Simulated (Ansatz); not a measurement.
Consider the formal exchange of groups at the Se–In bond: `[CH3][In]([Cl])[SeH]` + `C=CCO` → `C=C([SeH])CO` + `[CH3][InH][Cl]`.

Isolated molecules relaxed with PBE0-D4/def2-TZVP in Ansatz; ΔE leaves out vibrations. CBS: MP2 limit from def2 TZ/QZ plus the TZ coupled-cluster correction, frozen cores. DFT in def2-TZVPP. B3LYP here is the variant with VWN-RPA as its local correlation; programs differ in this. Elements past krypton have def2 core potentials. For In, Se outer-core shells are correlated without core-valence functions, which leaves a few kJ/mol of doubt a bond. Scalar relativity is left out up to krypton. One conformer a species, not always the lowest.

```json
{"level": "r2SCAN0-D4", "ΔE (kJ/mol)": "157.2", "difference from CCSD(T)/CBS": "-1.2"}
{"level": "ωB97X-V", "ΔE (kJ/mol)": "150.6", "difference from CCSD(T)/CBS": "-7.8"}
{"level": "ωB97M-V", "ΔE (kJ/mol)": "151.8", "difference from CCSD(T)/CBS": "-6.6"}
{"level": "r2SCAN", "ΔE (kJ/mol)": "154.7", "difference from CCSD(T)/CBS": "-3.7"}
{"level": "B3LYP", "ΔE (kJ/mol)": "160.2", "difference from CCSD(T)/CBS": "1.8"}
{"level": "CAM-B3LYP", "ΔE (kJ/mol)": "154.8", "difference from CCSD(T)/CBS": "-3.6"}
{"level": "RPA@PBE/def2-TZVPP", "ΔE (kJ/mol)": "145.5", "difference from CCSD(T)/CBS": "-12.9"}
{"level": "HF/def2-SVP", "ΔE (kJ/mol)": "172.4", "difference from CCSD(T)/CBS": "14.0"}
{"level": "MP2/def2-SVP", "ΔE (kJ/mol)": "161.9", "difference from CCSD(T)/CBS": "3.5"}
{"level": "SCS-MP2/def2-TZVPP", "ΔE (kJ/mol)": "152.4", "difference from CCSD(T)/CBS": "-6.0"}
{"level": "CCSD(T)/CBS", "ΔE (kJ/mol)": "158.4", "difference from CCSD(T)/CBS": "0"}
```

Largest T1 diagnostic among the species: 0.012.

From PBE to PBE0 (25 % exact exchange), in def2-TZVPP and without D4, ΔE moves by +3.8 kJ/mol. The D4 term adds −5.5 kJ/mol with B3LYP and −2.6 kJ/mol with PBE0; it sums over pairs of atoms, weighted by their polarisabilities, and B3LYP, whose exchange is more repulsive, gets the larger term. Leaving LDA and LC-ωPBE aside and taking each functional with its dispersion term where it has one, the values, not all of them listed here, spread over 18.7 kJ/mol, from revPBE-D4 to BHLYP-D4. LDA lies −13.7 kJ/mol from PBE without D4.
